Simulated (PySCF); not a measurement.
CH₃F₃OSi. Atoms are numbered in the order given.

```xyz
9

O     -1.1929     0.5803     0.9711
Si    -0.3139    -0.2632    -0.1402
F     -0.5087    -1.8586     0.0846
F     -0.8449     0.0209    -1.6491
C      1.5040     0.2363     0.0510
F      1.5169     1.4469     0.7667
H     -0.6481     1.2853     1.3729
H      2.0139     0.3848    -0.9258
H      2.0772    -0.5287     0.6203
```

Coordinates come from a PBE-D3(BJ)/def2-SVP optimisation. The structure was generated by enumeration, and PubChem lists no compound with its InChIKey, so it may never have been made. Other conformers were not sampled.

Level of theory: PBE/pcSseg-1 (PySCF).

GIAO shieldings, no solvent; atoms listed in one row are averaged. δ = σ(ref) − σ: ¹⁷O against H2O (σ = 334.3 ppm); ²⁹Si against TMS (σ = 335.4 ppm); ¹⁹F against CFCl3 (σ = 133.6 ppm); ¹³C against TMS (σ = 182.0 ppm); ¹H against TMS (σ = 31.49 ppm), references at their B3LYP-D3(BJ)/def2-TZVP geometries, non-relativistic.

Computed chemical shifts:
```
nucleus   atoms  count  δ (ppm)
-------  ------  -----  -------
¹⁷O          O1      1     67.4
²⁹Si        Si2      1    -40.9
¹⁹F          F4      1   -161.8
¹⁹F          F3      1   -170.9
¹⁹F          F6      1   -319.9
¹³C          C5      1     82.0
¹H       H8, H9      2     5.09
¹H           H7      1     4.08
```
